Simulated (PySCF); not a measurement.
Working out the ionisation energy of Sc

Sc [Ar] 3d1 4s2 (2D) → Sc⁺ [Ar] 3d1 4s1 (3D). All numbers are calculated (PySCF 2.14, the non-relativistic Hamiltonian (point nucleus), in 6-31G*). Frozen: [Ar]. Energies in hartree (1 hartree = 27.21139 eV):

| part | Sc (lower) | Sc⁺ (upper) |
| --- | --- | --- |
| UHF | -759.675706 | -759.478884 |
| MP2 opposite-spin | -0.019354 | 0.000000 |
| MP2 same-spin | -0.001341 | -0.001384 |

Q: What does Hartree-Fock give?

A: (-759.478884) − (-759.675706) = 0.196822 hartree = 5.356 eV.

Q: What do MP2 and SCS-MP2 (6/5 opposite-spin, 1/3 same-spin) give?

A: The opposite-spin parts differ by 0.527 eV and the same-spin parts by -0.001 eV. MP2: 5.356 + (0.527) + (-0.001) = 5.882 eV. SCS-MP2: 5.356 + 1.2 × (0.527) + (-0.001)/3 = 5.988 eV.

Measured between the centres of the two terms (NIST): 6.562 eV, so MP2 (valence) is off by -0.680 eV.

The calculation is non-relativistic.

What remains against the reference includes basis incompleteness, the frozen core and correlation beyond second order.
